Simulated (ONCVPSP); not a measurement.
# Varying the ONCV potential for tungsten (W)

Base potential:

ONCVPSP 4.0.1 input, shortened (lines: element, Z, core and valence counts, functional; n l f; lmax; l rc ep ncon nbas qcut; lloc lpopt rc5 dvloc0; l nproj debl; icmod fcfact rcfact), PBE, scalar-relativistic:

```
  W 74.00    9    6        4      upf
    1    0    2.00
    2    0    2.00
    2    1    6.00
    3    0    2.00
    3    1    6.00
    3    2   10.00
    4    0    2.00
    4    1    6.00
    4    2   10.00
    4    3   14.00
    5    0    2.00
    5    1    6.00
    5    2    4.00
    6    0    1.00
    6    1    1.00
    3
    0    1.80    0.00    3    7    7.50
    1    1.85    0.00    5    9    8.30
    2    2.30    0.00    4    9    5.60
    3    0.55    0.00    4    7   22.50
    3    5    0.55    0.00
    0    2    1.50
    1    2    2.40
    2    2    0.40
    3    0    2.50
    0    0.00    0.00
```

Cutoffs, loose and tight: the cutoffs (Ha) at which the residual kinetic energy of the hardest occupied pseudo-wave falls to 1 and 0.1 mHa per electron. They do not see the model core or the augmentation charge, which bear on the density cutoff. Test errors are all-electron minus pseudo excitation energies from the reference, over the configurations 4f14 5s2 5p6 5d4 6s2 6p0; 4f14 5s2 5p6 5d4 6s1 6p0; 4f14 5s2 5p6 5d4 6s0 6p0; 4f13 5s2 5p6 5d5 6s2 6p0. A dash means not determined; rows that change the core or the reference have their own tests.

A true bound ghost makes a file unfit for plane-wave use even where its test errors are small: the radial tests pick states by their node count and pass the ghost by.

| change | outcome | cutoff, loose | cutoff, tight | bound ghosts | GHOST(+) flags above zero | largest test error (meV) |
| --- | --- | --- | --- | --- | --- | --- |
| base | generated | 652 Ha | 864 Ha | s, p, d | none | -313 |
| p: ncon 4, nbas 8 | generated | 652 Ha | 864 Ha | s, p, d | p | -280 |
| core [Kr] 4d10 4f14, valence charge 14; reference 5s2 5p6 5d5 6s1; waves now 5s+6s: rc 1.50 bohr, ncon 4, nbas 8, qcut 6.6 1/bohr, 2 projectors; 5p: rc 1.20 bohr, ncon 4, nbas 7, qcut 6.9 1/bohr, 2 projectors, debl 2.9 Ha; 5d: rc 2.10 bohr, ncon 3, nbas 8, qcut 7.5 1/bohr, 2 projectors, debl 2.7 Ha; local potential polynomial inside 0.75 bohr (lpopt 5, dvloc0 0 Ha) | generated | 75 Ha | 98 Ha | s | p | +2.5 |
| all radii scaled by about 0.93 (s 1.68, p 1.72, d 2.14, f 0.52 bohr) | generated | 753 Ha | 1008 Ha | s, p, d | p, d | -307 |
| d: nproj 3 | generated | 652 Ha | 864 Ha | s, p, d | none | -313 |
| core correction Teter function, fcfact 1.75, rcfact 1.45 | generated | 652 Ha | 864 Ha | s, p, d | none | -329 |
| p: rc 1.48 | generated | 652 Ha | 864 Ha | s, p, d | p | -365 |
| p: rc 1.5 | generated | 652 Ha | 864 Ha | s, p, d | p | -362 |
| f: nbas 9 | generated | 1062 Ha | 1229 Ha | s, p, d | none | -307 |
| f: qcut 22.9 | generated | 642 Ha | 848 Ha | s, p, d | none | -313 |
